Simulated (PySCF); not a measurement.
HF$_{5}$OW (SMILES [OH][W]([F])([F])([F])([F])[F]), singlet, at a GFN2-xTB geometry (such geometries of metal compounds can be far from the true shape) (core potentials on W); DF-PBE/def2-SV(P) run with PySCF.

The PySCF input:
```python
from pyscf import gto, scf, dft

mol = gto.M(
    atom='''
W     0.006340   -0.013036    0.003011
F    -0.780811    1.605325   -0.370774
F     1.414361    0.932320    0.770313
F     0.842775    0.093800   -1.656488
F    -0.892907    0.009270    1.632683
F    -1.464493   -0.829250   -0.794119
O     0.783059   -1.609947    0.371842
H     1.196016   -2.458975    0.567938
''',
    basis='def2-sv(p)',
    ecp={'W': 'def2-sv(p)'},
    charge=0,
    spin=0,
    verbose=5,
)

mf = dft.RKS(mol)
mf.xc = 'pbe'
mf = mf.density_fit(auxbasis='def2-universal-jkfit')
mf.kernel()
```

It wrote (shortened):

```
PySCF version 2.14.0

[INPUT] verbose = 5
[INPUT] max_memory = 4000
[INPUT] num. atoms = 8
[INPUT] num. electrons = 68
[INPUT] charge = 0
[INPUT] spin (= nelec alpha-beta = 2S) = 0
[INPUT] symmetry False subgroup None
[INPUT] Mole.unit = angstrom
[INPUT] Symbol           X                Y                Z      unit          X                Y                Z       unit  Magmom
[...]
[INPUT] ---------------- BASIS SET ----------------
[INPUT] l, kappa, [nprim/nctr], expnt,             c_1 c_2 ...
[INPUT] F
[...]
                                435.4193912       -0.039904258866
                                98.843328866      -0.17912768038
                                27.485198001      -0.46758090825
                                8.5405498171      -0.4465313102
[...]
                                4.9872339257      -0.23754317067
                                1.3491613954      -0.51287353587
[...]
[INPUT] O
[...]
                                340.87010191      -0.03989003923
                                77.363135167      -0.17853911985
                                21.47964494       -0.46427684959
                                6.6589433124      -0.44309745172
[...]
                                3.863550544       0.23094120765
                                1.0480920883      0.51375311064
[...]
[INPUT] W
[...]
                                12                1.0014141748
[...]
                                6.084876          -0.66720686321
                                1.2523777812      0.52090351989
                                0.58569208922     0.51885687511
[...]
                                1.623745245       0.18452733732
                                0.69187452392     0.44121676843
                                0.27865835325     0.431584092415
[...]
[INPUT] H
[...]
                                1.9622572         0.13796524
                                0.44453796        0.47831935
[...]
nuclear repulsion = 448.966400784372
number of shells = 49
number of NR pGTOs = 198
number of NR cGTOs = 111
basis = def2-sv(p)
ecp = {'W': 'def2-sv(p)'}

******** <class 'pyscf.df.df_jk.DFRKS'> ********
method = DFRKS
initial guess = minao
damping factor = 0
level_shift factor = 0
DIIS = <class 'pyscf.scf.diis.CDIIS'>
diis_start_cycle = 1
diis_space = 8
diis_damp = 0
SCF conv_tol = 1e-09
SCF conv_tol_grad = None
SCF max_cycles = 50
direct_scf = False
XC library pyscf.dft.libxc version 7.1.2
    S. Lehtola, C. Steigemann, M. J. T. Oliveira, and M. A. L. Marques,  SoftwareX 7, 1–5 (2018)
XC functionals = pbe
    J. P. Perdew, K. Burke, and M. Ernzerhof,  Phys. Rev. Lett. 77, 3865 (1996)
    J. P. Perdew, K. Burke, and M. Ernzerhof,  Phys. Rev. Lett. 78, 1396 (1997)
    J. P. Perdew, K. Burke, and M. Ernzerhof,  Phys. Rev. Lett. 77, 3865 (1996)
    J. P. Perdew, K. Burke, and M. Ernzerhof,  Phys. Rev. Lett. 78, 1396 (1997)
radial grids:
    Treutler-Ahlrichs [JCP 102, 346 (1995); DOI:10.1063/1.469408] (M4) radial grids

becke partition: Becke, JCP 88, 2547 (1988); DOI:10.1063/1.454033
pruning grids: <function nwchem_prune>
grids dens level: 3
symmetrized grids: False
atomic radii adjust function: <function treutler_atomic_radii_adjust>
small_rho_cutoff = 0
Set gradient conv threshold to 3.16228e-05
Initial guess from minao.
Density of valence part of ANO basis will be used as initial guess for W
atom W rad-grids = 100, ang-grids = [ 50  50  50  50  50  50  50  50  50  50  50  50  50  50  50  50  50  50
  50  50  50  50  50  50  50  50  50  50  86  86  86  86  86  86  86  86
  86  86  86  86  86  86  86  86 350 350 350 350 350 350 350 350 350 350
 350 434 434 434 434 434 434 434 434 434 434 434 434 434 434 434 434 434
 434 434 434 434 434 434 350 350 350 350 350 350 350 350 350 350 350 350
 350 350 350 350 350 350 350 350 350 350]
atom F rad-grids = 75, ang-grids = [ 50  50  50  50  50  50  50  50  50  50  50  50  50  50  50  50  50  50
[...]
 -1.07414212e+00 -1.05110582e+00 -1.05110312e+00 -9.63864183e-01
 -5.87572335e-01 -4.97759958e-01 -4.76352422e-01 -4.76351820e-01
 -4.75171716e-01 -4.73908352e-01 -4.25256986e-01 -4.02486341e-01
 -4.02482138e-01 -3.88267392e-01 -3.82559625e-01 -3.82554680e-01
 -3.79414891e-01 -3.74359297e-01 -3.74356037e-01 -3.62345007e-01
 -3.51228969e-01 -3.51228480e-01 -1.77563520e-01 -1.66822535e-01
 -1.66821673e-01 -3.22349028e-02 -1.11726581e-04  1.25860177e-02
  4.55449676e-02  5.38007057e-02  5.38032899e-02  1.08970072e-01
  2.31798833e-01  2.69643374e-01  2.71255782e-01  2.71264246e-01
  2.95363120e-01  3.07602305e-01  5.85895173e-01  7.06513154e-01
  7.06513438e-01  7.52097623e-01  9.23883041e-01  9.23885087e-01
  9.87614394e-01  1.05396442e+00  1.09734350e+00  1.09734526e+00
  1.11336216e+00  1.17782612e+00  1.17782967e+00  1.20595431e+00
  1.26530422e+00  1.27158361e+00  1.28725852e+00  1.29481439e+00
  1.29481760e+00  1.33424850e+00  1.38890655e+00  1.38891410e+00
  1.43067517e+00  1.63284585e+00  1.64755890e+00  1.67503490e+00
  1.67503655e+00  1.76882136e+00  2.26245288e+00  2.43198034e+00
  2.43198081e+00  2.44110447e+00  2.46196199e+00  2.80205777e+00
  2.89320499e+00  2.89321283e+00  2.89365619e+00  2.89365701e+00
  2.89445764e+00  2.89464026e+00  2.92816019e+00  2.92816202e+00
  2.92846739e+00  2.92887689e+00  2.92888904e+00  2.92899141e+00
  2.93120918e+00  2.93123423e+00  2.97843788e+00  2.99235590e+00
  2.99235816e+00  2.99564323e+00  3.00192735e+00  3.02033741e+00
  3.06584118e+00  3.19313812e+00  3.32953701e+00  3.32954488e+00
  3.35307141e+00  6.78262845e+01  5.75818312e+02]
nelec by numeric integration = 68.00004737131839
E1 = -1807.3706443603542  E2 = 716.9898902093743  Ecoul = 785.3128508776075  Exc = -68.32296066823326
cycle= 13 E= -641.414353366608  delta_E= -2.14e-10  |g|= 1.19e-05  |ddm|= 3.04e-05
[...]
  mo_energy =
[-2.42908191e+01 -2.42906790e+01 -2.42904959e+01 -2.42904809e+01
 -2.42902986e+01 -1.88467673e+01 -3.03614400e+00 -1.72823156e+00
 -1.72482019e+00 -1.72481923e+00 -1.08968903e+00 -1.08431004e+00
 -1.07414151e+00 -1.05110854e+00 -1.05110040e+00 -9.63866245e-01
 -5.87573840e-01 -4.97760096e-01 -4.76353267e-01 -4.76351548e-01
 -4.75171818e-01 -4.73908525e-01 -4.25256631e-01 -4.02487070e-01
 -4.02481586e-01 -3.88267294e-01 -3.82559220e-01 -3.82554999e-01
 -3.79414814e-01 -3.74359360e-01 -3.74355833e-01 -3.62344947e-01
 -3.51231004e-01 -3.51228045e-01 -1.77564060e-01 -1.66822880e-01
 -1.66822821e-01 -3.22360013e-02 -1.12093936e-04  1.25854156e-02
  4.55450392e-02  5.38004748e-02  5.38034472e-02  1.08969362e-01
  2.31798469e-01  2.69643281e-01  2.71255298e-01  2.71264437e-01
  2.95363052e-01  3.07602219e-01  5.85893679e-01  7.06512222e-01
  7.06513364e-01  7.52097033e-01  9.23881949e-01  9.23883999e-01
  9.87613217e-01  1.05396447e+00  1.09734347e+00  1.09734538e+00
  1.11336209e+00  1.17782708e+00  1.17782917e+00  1.20595435e+00
  1.26530425e+00  1.27158367e+00  1.28725809e+00  1.29481502e+00
  1.29481709e+00  1.33424872e+00  1.38890550e+00  1.38891537e+00
  1.43067519e+00  1.63284546e+00  1.64755876e+00  1.67503475e+00
  1.67503628e+00  1.76882103e+00  2.26245279e+00  2.43197857e+00
  2.43197899e+00  2.44110244e+00  2.46195999e+00  2.80205644e+00
  2.89320447e+00  2.89321384e+00  2.89365574e+00  2.89365810e+00
  2.89445771e+00  2.89464031e+00  2.92816050e+00  2.92816199e+00
  2.92846807e+00  2.92887691e+00  2.92888934e+00  2.92899190e+00
  2.93121182e+00  2.93123181e+00  2.97843832e+00  2.99235606e+00
  2.99235829e+00  2.99564323e+00  3.00192749e+00  3.02033749e+00
  3.06584118e+00  3.19313796e+00  3.32953761e+00  3.32954425e+00
  3.35307163e+00  6.78262832e+01  5.75818311e+02]
nelec by numeric integration = 68.00004737103768
E1 = -1807.370652097804  E2 = 716.9898979470648  Ecoul = 785.3128574721536  Exc = -68.32295952508882
Extra cycle  E= -641.414353366367  delta_E= 2.41e-10  |g|= 3.67e-05  |ddm|= 3.62e-05
converged SCF energy = -641.414353366367
```
